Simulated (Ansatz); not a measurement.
Two isomers of CH8O2Si2: A = `O[SiH2]C(O)[SiH3]`, B = `CO[SiH2][SiH2]O`.

Gas-phase electronic energies from Ansatz, PBE0-D4/def2-TZVP geometries. CBS: MP2 limit from def2 TZ/QZ plus the TZ coupled-cluster correction, frozen cores. DFT in def2-TZVPP. B3LYP here is the variant with VWN-RPA as its local correlation; programs differ in this. Each species was taken in one conformer, which may not be the lowest.

A:

Z-matrix (Å, degrees):
```
Si
C 1 1.885
O 1 1.645 2 109.4
H 1 1.483 2 110.0 3 -117.7
H 1 1.488 2 108.6 3 121.9
Si 2 1.888 1 114.6 3 -174.1
O 2 1.439 1 104.5 3 -51.7
H 2 1.102 1 106.9 3 65.8
H 3 0.960 1 114.6 2 44.8
H 6 1.492 2 107.9 1 170.3
H 6 1.485 2 111.1 1 51.6
H 6 1.487 2 110.5 1 -70.4
H 7 0.961 2 109.2 1 -179.3
```

B:

Z-matrix (Å, degrees):
```
C
O 1 1.409
H 1 1.096 2 111.4
H 1 1.091 2 108.3 3 119.3
H 1 1.096 2 111.4 3 -121.3
Si 2 1.648 1 122.6 3 62.6
Si 6 2.349 2 106.9 1 178.6
H 6 1.495 2 110.4 1 56.1
H 6 1.498 2 110.5 1 -60.8
O 7 1.656 6 111.0 2 172.2
H 7 1.484 6 111.3 2 -70.7
H 7 1.492 6 109.0 2 49.2
H 10 0.958 7 117.4 6 -62.3
```

Q: Which isomer does CCSD(T)/CBS put lower? Give the gap. (An estimate is asked.)

A: Ansatz gave: B, by 90.0 kJ/mol.

Q: Give E(B) − E(A) in kJ/mol with B3LYP-D4, MP2/def2-TZVPP, ωB97M-V, B3LYP, HF/def2-TZVPP, CCSD(T)/def2-TZVPP, PBE-D4. (An estimate is asked.)

A: Computed: B3LYP-D4 -94.9, MP2/def2-TZVPP -87.3, ωB97M-V -83.1, B3LYP -100.2, HF/def2-TZVPP -111.2, CCSD(T)/def2-TZVPP -89.7, PBE-D4 -88.7. None reverses the order clearly.

Largest T1 diagnostic: 0.012.

In def2-TZVPP, CCSD(T) changes the Hartree–Fock value by +21.4 kJ/mol (the triples alone add +3.2 kJ/mol) and MP2 by +23.9 kJ/mol. The D4 term adds +5.3 kJ/mol with B3LYP and +2.7 kJ/mol with PBE0; it sums over pairs of atoms, weighted by their polarisabilities, and B3LYP, whose exchange is more repulsive, gets the larger term.
